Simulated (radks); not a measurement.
The numbers below are computed, except where a source is named.
How relativity changes the ionisation of neutral thallium ([Hg] 6p1) to Tl+ ([Hg]). Spin-unpolarised spherical Kohn-Sham, PBE, point nucleus unless stated (finite: rms radius 5.4759 fm), a radial shooting solver on a logarithmic mesh with Libxc functionals. A level marked "c x" has the speed of light scaled by that factor and shares open shells by 2j + 1; other Dirac levels either fill j = l - 1/2 first or share by 2j + 1.

level                               E(Tl) (hartree)  E(Tl+) (hartree)  IE (eV)   HOMO  <r> HOMO (bohr)
non-rel.                                -18965.5546       -18965.3590    5.321     6p            3.878
scalar-rel.                             -20245.9458       -20245.7559    5.167     6p            3.856
scalar-rel., finite nucleus             -20240.6932       -20240.5032    5.169     6p            3.855
Dirac, 2j+1 shares                      -20288.8594       -20288.6656    5.273  6p3/2            4.053
Dirac, low j first                      -20288.8842       -20288.6656    5.948  6p1/2            3.469
Dirac, 2j+1 shares, finite nucleus      -20283.5411       -20283.3473    5.275  6p3/2            4.052
Dirac, c x 0.75                         -21864.1201       -21863.9181    5.497  6p3/2            4.308
Dirac, c x 1.25                         -19751.2793       -19751.0856    5.270  6p3/2            3.975
Dirac, c x 1.5                          -19491.3957       -19491.2017    5.280  6p3/2            3.940

NIST Atomic Spectra Database: 6.108 eV (measured). The relativistic part of the total energy of Tl is -1318 hartree (Dirac, 2j+1 shares, finite nucleus), 6.9 % of the non-relativistic value. Spin polarisation and multiplet splitting of open shells are left out at every level.

Beside tabulated values, note that relativity, absent from the non-relativistic runs, is large for the heavy elements, and spin-unpolarised runs miss the spin-polarisation part of the exchange energy of open shells, and scalar-relativistic runs lack spin-orbit coupling.
